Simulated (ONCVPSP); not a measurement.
## revPBE ONCV dataset for Er (Z = 68), fully relativistic all-electron reference.

ONCVPSP 4.0.1 was run on this input:

```
# ATOM AND REFERENCE CONFIGURATION
# atsym  z   nc   nv     iexc    psfile
  Er 68.00   10    4  -102130      upf
#
#   n    l    f
    1    0    2.00
    2    0    2.00
    2    1    6.00
    3    0    2.00
    3    1    6.00
    3    2   10.00
    4    0    2.00
    4    1    6.00
    4    2   10.00
    4    3   11.00
    5    0    2.00
    5    1    6.00
    5    2    1.00
    6    0    1.50
#
# PSEUDOPOTENTIAL AND OPTIMIZATION
# lmax
    2
#
#   l,   rc,      ep,       ncon, nbas, qcut
    0    2.00    0.00    4    8    5.50
    1    2.10    0.00    3    8    7.30
    2    2.60    0.00    4    9    4.80
#
# LOCAL POTENTIAL
# lloc, lpopt,  rc(5),   dvloc0
    4    3    1.80    0.00
#
# VANDERBILT-KLEINMAN-BYLANDER PROJECTORs
# l, nproj, debl
    0    2    1.00
    1    2    1.50
    2    1    2.60
#
# MODEL CORE CHARGE
# icmod, fcfact, rcfact
    3    5.00    1.15
#
# LOG DERIVATIVE ANALYSIS
# epsh1, epsh2, depsh
   -4.00    5.00    0.02
#
# OUTPUT GRID
# rlmax, drl
    6.00    0.01
#
# TEST CONFIGURATIONS
# ncnf
    4
# nvcnf
#   n    l    f
    4
    5    0    2.00
    5    1    6.00
    5    2    1.00
    6    0    2.00
#
    4
    5    0    2.00
    5    1    6.00
    5    2    1.00
    6    0    1.00
#
    4
    5    0    2.00
    5    1    6.00
    5    2    1.00
    6    0    0.00
#
    4
    5    0    2.00
    5    1    6.00
    5    2    2.00
    6    0    1.00
#
```

Command:

```bash
oncvpspr.x < Er.dat > Er.out
```

Resulting log (shortened: citation, most of the input echo, consistency checks and plot data are left out):

```
ONCVPSP  (Optimized Norm-Conservinng Vanderbilt PSeudopotential)
relativistic version 4.0.1

#   n    l    f        energy (Ha)
    1    0    2.00    -2.1064809D+03
    2    0    2.00    -3.5399012D+02
    2    1    6.00    -3.0343574D+02    -3.3712838D+02
    3    0    2.00    -7.9633719D+01
    3    1    6.00    -6.5170367D+01    -7.2246579D+01
    3    2   10.00    -5.1013474D+01    -5.2559472D+01
    4    0    2.00    -1.6023297D+01
    4    1    6.00    -1.1474874D+01    -1.3071164D+01
    4    2   10.00    -6.3288519D+00    -6.6198255D+00
    4    3   11.00    -4.4193779D-01    -4.8424324D-01
    5    0    2.00    -2.1682892D+00
    5    1    6.00    -1.1469421D+00    -1.3557388D+00
    5    2    1.00    -1.7522208D-01    -1.8739375D-01
    6    0    1.50    -2.5514275D-01

Reference configufation results
  iterations    37
  all-electron total energy (Ha)   -1.30997550D+04

Begin loop to  construct optimized pseudo wave functions
and semi-local pseudopoentials for all angular momenta

Calculating optimized projector #   1

 for l=   0

    Fraction of norm inside rc  0.951172
    Optimizing pswf for qcut=   5.50 a_B^-1,  ecut=  15.14 Ha
    Residual kinetic energy error=  2.96D-05 Ha

    Energy error per electron        Cutoff
         Ha          eV             Ha
         0.01000     0.27211        8.12
         0.00100     0.02721       11.39
         0.00010     0.00272       13.88
         0.00001     0.00027       29.88

Calculating optimized projector #   2

 for l=   0

    Fraction of norm inside rc  0.063265
    Optimizing pswf for qcut=   5.50 a_B^-1,  ecut=  15.14 Ha
    Residual kinetic energy error=  2.94D-05 Ha

    Energy error per electron        Cutoff
         Ha          eV             Ha
         0.01000     0.27211        3.92
         0.00100     0.02721       10.67
         0.00010     0.00272       13.68
         0.00001     0.00027       22.14

   Wellstate for l =  1  n =  7 kap= -2
     eigenvalue =   0.3531
     asymptotic potential =   0.8531
     half-point radius =  7.3497

Calculating optimized projector #   1

 for l=   1

    Fraction of norm inside rc  0.874243
    Optimizing pswf for qcut=   7.30 a_B^-1,  ecut=  26.65 Ha
    Residual kinetic energy error=  3.61D-08 Ha

    Energy error per electron        Cutoff
         Ha          eV             Ha
         0.01000     0.27211        5.89
         0.00100     0.02721       13.48
         0.00010     0.00272       18.02
         0.00001     0.00027       21.11

Calculating optimized projector #   2

 for l=   1

    Fraction of norm inside rc  0.048595
    Optimizing pswf for qcut=   7.30 a_B^-1,  ecut=  26.65 Ha
    Residual kinetic energy error=  2.71D-08 Ha

    Energy error per electron        Cutoff
         Ha          eV             Ha
         0.01000     0.27211        4.80
         0.00100     0.02721        7.87
         0.00010     0.00272       16.46
         0.00001     0.00027       20.31

   Wellstate for l =  1  n =  7 kap=  1
     eigenvalue =   0.1443

Calculating optimized projector #   1

 for l=   1

    Fraction of norm inside rc  0.915139
    Optimizing pswf for qcut=   7.30 a_B^-1,  ecut=  26.65 Ha
    Residual kinetic energy error=  2.75D-08 Ha

    Energy error per electron        Cutoff
         Ha          eV             Ha
         0.01000     0.27211        6.93
         0.00100     0.02721        9.17
         0.00010     0.00272       16.40
         0.00001     0.00027       20.21

Calculating optimized projector #   2

 for l=   1

    Fraction of norm inside rc  0.052028
    Optimizing pswf for qcut=   7.30 a_B^-1,  ecut=  26.65 Ha
    Residual kinetic energy error=  2.85D-08 Ha

    Energy error per electron        Cutoff
         Ha          eV             Ha
         0.01000     0.27211        5.51
         0.00100     0.02721        7.72
         0.00010     0.00272       15.28
         0.00001     0.00027       19.78

Calculating optimized projector #   1

 for l=   2

    Fraction of norm inside rc  0.551901
    Optimizing pswf for qcut=   4.79 a_B^-1,  ecut=  11.48 Ha
    Residual kinetic energy error=  1.38D-05 Ha

    Energy error per electron        Cutoff
         Ha          eV             Ha
         0.01000     0.27211        6.31
         0.00100     0.02721        8.40
         0.00010     0.00272       10.14
         0.00001     0.00027       12.40

Calculating optimized projector #   1

 for l=   2

    Fraction of norm inside rc  0.584508
    Optimizing pswf for qcut=   4.79 a_B^-1,  ecut=  11.48 Ha
    Residual kinetic energy error=  1.88D-05 Ha

    Energy error per electron        Cutoff
         Ha          eV             Ha
         0.01000     0.27211        6.52
         0.00100     0.02721        8.59
         0.00010     0.00272       10.40
         0.00001     0.00027       14.31

Construct Vanderbilt / Kleinmman-Bylander projectors

B matrix Hermiticity error, ll=  0  kap= -1
   1   2    1.8703D-04

  Orthonormal projector coefficients -2.2126E+00  2.0238E+00

B matrix Hermiticity error, ll=  1  kap= -2
   1   2   -1.0935D-04

  Orthonormal projector coefficients -3.5478E+00  9.0313E-01

B matrix Hermiticity error, ll=  1  kap=  1
   1   2   -1.3122D-04

  Orthonormal projector coefficients  1.4945E+00 -9.4298E-02

 Orthonormal scalar projector coefficients, l =  1
 -2.0835E+00  8.0623E-01 -1.9080E-02  1.6323E-05

 Orthonormal spin-orbit projector coefficients, l =  1
 -3.0441E+00  3.3950E-01  8.2856E-03 -2.4439E-04

 Orthonormal scalar projector coefficients, l =  2
  1.2459E+00  1.1673E-02

 Orthonormal spin-orbit projector coefficients, l =  2
 -4.0320E-01  2.4047E-02

Model core correction analysis
  based on d2Exc/dn_idn_j

d2excae - all-electron derivatives

   -2.276155D-02   -1.931724D-02   -6.533223D-03   -1.370991D-03
   -1.931727D-02   -1.915107D-02   -9.622524D-03   -2.452232D-03
   -6.533143D-03   -9.622368D-03   -1.659944D-02   -1.692372D-02
   -1.370692D-03   -2.451336D-03   -1.692062D-02   -2.842026D-02

d2excps - pseudofunction derivatives with no core correction

   -4.522792D-02   -3.255883D-02   -9.652130D-03   -3.030749D-03
   -3.255965D-02   -3.085073D-02   -1.421469D-02   -3.536533D-03
   -9.651759D-03   -1.421434D-02   -2.228619D-02   -2.040328D-02
   -3.030921D-03   -3.534542D-03   -2.039636D-02   -3.354951D-02

rms 2nd derivative error    8.458149E-03

rmatch, rhocmatch    1.1072    5.4469

Teter function model core charge with specified parameters

d2excps - pseudofunction derivatives with core correction

   -3.044082D-02   -2.630502D-02   -9.127501D-03   -1.759009D-03
   -2.630481D-02   -2.747711D-02   -1.404686D-02   -3.017178D-03
   -9.127086D-03   -1.404660D-02   -2.238794D-02   -2.034136D-02
   -1.758132D-03   -3.015145D-03   -2.033444D-02   -3.343495D-02

rms 2nd derivative error    4.753172E-03

Pseudoatom total energy  -39.925272

Diagnostic tests using Vanderbilt-Kleinman-Bylander pseudopotentials
  relativistic with J = L +/- 1/2 projectors

   l  kap   rcore       rmatch      e in        delta e    norm test   slope test

   0  -1   2.0018741   2.0626553  -2.1682892  -0.0000062   1.0004647   1.0004544
   0  -1   2.0018741   2.0626553  -0.2551428   0.0000001   0.9999641   0.9999798

   1  -2   2.1000063   2.1637671  -1.1469421  -0.0000263   1.0005200   1.0005082
   1   1   2.1000063   2.1637671  -1.3557388   0.0000004   1.0001444   1.0001430
   1  -2   2.1000063   2.1637671   0.3530579  -0.0001168   0.9989328   0.9989328
   1   1   2.1000063   2.1637671   0.3318984   0.0000204   1.0001657   1.0001657

   2  -3   2.6046412   2.6837238  -0.1752221  -0.0000006   0.9999999   1.0000091
   2   2   2.6046412   2.6837238  -0.1873938   0.0000011   1.0000016   0.9999911

Diagnostic tests using Vanderbilt-Kleinman-Bylander pseudopotentials
  relativistic with scalar and spin-orbit non-local projectors

   l  kap   rcore       rmatch      e in        delta e    norm test   slope test

   0  -1   2.0018741   2.0626553  -2.1682892  -0.0000062   1.0004647   1.0004544
   0  -1   2.0018741   2.0626553  -0.2551428   0.0000001   0.9999641   0.9999798

   1  -2   2.1000063   2.1637671  -1.1469421  -0.0000262   1.0005200   1.0005082
   1   1   2.1000063   2.1637671  -1.3557388   0.0000002   1.0001444   1.0001428
   1  -2   2.1000063   2.1637671   0.3530579  -0.0001168   0.9989328   0.9989328
   1   1   2.1000063   2.1637671   0.3318984   0.0000204   1.0001657   1.0001657

   2  -3   2.6046412   2.6837238  -0.1752221  -0.0000006   0.9999999   1.0000091
   2   2   2.6046412   2.6837238  -0.1873938   0.0000011   1.0000016   0.9999911

Ghost test for J = L + 1/2

 Testing for bound ghosts
   n   l    E NL Schr. Eq   E Basis Diag.   E Cutoff

   1   0       -2.168295       -2.168295     66.01
   2   0       -0.255143       -0.222678     66.01

   2   1       -1.146968       -1.146962     68.98

   3   2       -0.175223       -0.173177     50.73

 Testing for highly-localized positive-energy ghosts
       l    <radius>/rc     E Basis Diag.   E Cutoff

       0        0.894356        2.031646     66.01  WARNING - GHOST(+)

Ghost test for J = L - 1/2

 Testing for bound ghosts
   n   l    E NL Schr. Eq   E Basis Diag.   E Cutoff

   1   0       -2.168295       -2.168295     66.01
   2   0       -0.255143       -0.222678     66.01

   2   1       -1.355738       -1.355737     68.98

   3   2       -0.187393       -0.185779     50.73

 Testing for highly-localized positive-energy ghosts
       l    <radius>/rc     E Basis Diag.   E Cutoff

       0        0.894356        2.031646     66.01  WARNING - GHOST(+)

Test configuration 0

   n   l kap    f        eae           eps        diff
   1   0  -1  2.0000-2106.48094415
   2   0  -1  2.0000 -353.99012265
   2   1  -2  4.0000 -303.43573588
   2   1   1  2.0000 -337.12837728
   3   0  -1  2.0000  -79.63371943
   3   1  -2  4.0000  -65.17036657
   3   1   1  2.0000  -72.24657890
   3   2  -3  6.0000  -51.01347425
   3   2   2  4.0000  -52.55947197
   4   0  -1  2.0000  -16.02329734
   4   1  -2  4.0000  -11.47487370
   4   1   1  2.0000  -13.07116382
   4   2  -3  6.0000   -6.32885186
   4   2   2  4.0000   -6.61982548
   4   3  -4  6.2857   -0.44193779
   4   3   3  4.7143   -0.48424324
   5   0  -1  2.0000   -2.16828919   -2.16829540   -6.21E-06
   5   1  -2  4.0000   -1.14694212   -1.14696844   -2.63E-05
   5   1   1  2.0000   -1.35573882   -1.35573839    4.32E-07
   5   2  -3  0.6000   -0.17522208   -0.17522270   -6.21E-07
   5   2   2  0.4000   -0.18739375   -0.18739265    1.10E-06
   6   0  -1  1.5000   -0.25514275   -0.25514269    6.50E-08

    Total energies and differences
      AE_ref= -1.30997550E+04  AE_tst= -1.30997550E+04  dif=  0.00E+00
      PS_ref= -3.99252723E+01  PS_tst= -3.99252723E+01  dif=  2.70E-13
      PSP excitation error= -2.70E-13

Test configuration 1

   n   l kap    f        eae           eps        diff
   1   0  -1  2.0000-2106.36653419
   2   0  -1  2.0000 -353.87634754
   2   1  -2  4.0000 -303.32194000
   2   1   1  2.0000 -337.01454153
   3   0  -1  2.0000  -79.52005721
   3   1  -2  4.0000  -65.05670331
   3   1   1  2.0000  -72.13290804
   3   2  -3  6.0000  -50.89982597
   3   2   2  4.0000  -52.44582211
   4   0  -1  2.0000  -15.90961356
   4   1  -2  4.0000  -11.36119200
   4   1   1  2.0000  -12.95748259
   4   2  -3  6.0000   -6.21520130
   4   2   2  4.0000   -6.50617188
   4   3  -4  6.2857   -0.32832984
   4   3   3  4.7143   -0.37062973
   5   0  -1  2.0000   -2.05457975   -2.05374147    8.38E-04
   5   1  -2  4.0000   -1.03303679   -1.03257735    4.59E-04
   5   1   1  2.0000   -1.24187570   -1.24129642    5.79E-04
   5   2  -3  0.6000   -0.07077659   -0.07072023    5.64E-05
   5   2   2  0.4000   -0.08176947   -0.08168783    8.16E-05
   6   0  -1  2.0000   -0.16057581   -0.16065467   -7.89E-05

    Total energies and differences
      AE_ref= -1.30997550E+04  AE_tst= -1.30998587E+04  dif= -1.04E-01
      PS_ref= -3.99252723E+01  PS_tst= -4.00289278E+01  dif= -1.04E-01
      PSP excitation error=  1.45E-05

Test configuration 2

   n   l kap    f        eae           eps        diff
   1   0  -1  2.0000-2106.60802832
   2   0  -1  2.0000 -354.11641243
   2   1  -2  4.0000 -303.56205594
   2   1   1  2.0000 -337.25475087
   3   0  -1  2.0000  -79.75973785
   3   1  -2  4.0000  -65.29638627
   3   1   1  2.0000  -72.37261418
   3   2  -3  6.0000  -51.13949371
   3   2   2  4.0000  -52.68549633
   4   0  -1  2.0000  -16.14937670
   4   1  -2  4.0000  -11.60097196
   4   1   1  2.0000  -13.19724627
   4   2  -3  6.0000   -6.45493489
   4   2   2  4.0000   -6.74590685
   4   3  -4  6.2857   -0.56794850
   4   3   3  4.7143   -0.61026606
   5   0  -1  2.0000   -2.29450323   -2.29583229   -1.33E-03
   5   1  -2  4.0000   -1.27298740   -1.27379186   -8.04E-04
   5   1   1  2.0000   -1.48191674   -1.48284686   -9.30E-04
   5   2  -3  0.6000   -0.28983791   -0.28989444   -5.65E-05
   5   2   2  0.4000   -0.30317494   -0.30326770   -9.28E-05
   6   0  -1  1.0000   -0.35584975   -0.35557921    2.71E-04

    Total energies and differences
      AE_ref= -1.30997550E+04  AE_tst= -1.30996025E+04  dif=  1.53E-01
      PS_ref= -3.99252723E+01  PS_tst= -3.97728041E+01  dif=  1.52E-01
      PSP excitation error=  6.26E-05

Test configuration 3

   n   l kap    f        eae           eps        diff
   1   0  -1  2.0000-2106.89496749
   2   0  -1  2.0000 -354.40124371
   2   1  -2  4.0000 -303.84697759
   2   1   1  2.0000 -337.53982420
   3   0  -1  2.0000  -80.04349254
   3   1  -2  4.0000  -65.58014437
   3   1   1  2.0000  -72.65642979
   3   2  -3  6.0000  -51.42330230
   3   2   2  4.0000  -52.96932598
   4   0  -1  2.0000  -16.43340697
   4   1  -2  4.0000  -11.88511395
   4   1   1  2.0000  -13.48130241
   4   2  -3  6.0000   -6.73910410
   4   2   2  4.0000   -7.03005590
   4   3  -4  6.2857   -0.85182391
   4   3   3  4.7143   -0.89418845
   5   0  -1  2.0000   -2.57897294   -2.58459817   -5.63E-03
   5   1  -2  4.0000   -1.55545152   -1.55872064   -3.27E-03
   5   1   1  2.0000   -1.76539599   -1.76933831   -3.94E-03
   5   2  -3  0.6000   -0.54605849   -0.54615829   -9.98E-05
   5   2   2  0.4000   -0.56161589   -0.56186590   -2.50E-04
   6   0  -1  0.0000   -0.57733848   -0.57733848    0.00E+00

    Total energies and differences
      AE_ref= -1.30997550E+04  AE_tst= -1.30991389E+04  dif=  6.16E-01
      PS_ref= -3.99252723E+01  PS_tst= -3.93100968E+01  dif=  6.15E-01
      PSP excitation error=  9.80E-04

Test configuration 4

   n   l kap    f        eae           eps        diff
   1   0  -1  2.0000-2106.32724314
   2   0  -1  2.0000 -353.83439515
   2   1  -2  4.0000 -303.28002596
   2   1   1  2.0000 -336.97275571
   3   0  -1  2.0000  -79.47894091
   3   1  -2  4.0000  -65.01558869
   3   1   1  2.0000  -72.09176793
   3   2  -3  6.0000  -50.85846719
   3   2   2  4.0000  -52.40444083
   4   0  -1  2.0000  -15.86803602
   4   1  -2  4.0000  -11.31932766
   4   1   1  2.0000  -12.91581391
   4   2  -3  6.0000   -6.17289637
   4   2   2  4.0000   -6.46395195
   4   3  -4  6.2857   -0.28569612
   4   3   3  4.7143   -0.32796566
   5   0  -1  2.0000   -2.01031029   -2.00936730    9.43E-04
   5   1  -2  4.0000   -0.99308702   -0.99202007    1.07E-03
   5   1   1  2.0000   -1.20006942   -1.19886747    1.20E-03
   5   2  -3  1.2000   -0.05015434   -0.05001694    1.37E-04
   5   2   2  0.8000   -0.05970342   -0.05954922    1.54E-04
   6   0  -1  1.0000   -0.14791489   -0.14788137    3.35E-05

    Total energies and differences
      AE_ref= -1.30997550E+04  AE_tst= -1.30997686E+04  dif= -1.36E-02
      PS_ref= -3.99252723E+01  PS_tst= -3.99387018E+01  dif= -1.34E-02
      PSP excitation error= -1.35E-04
```

The run took about 7.6 s on one core of a shared server CPU.
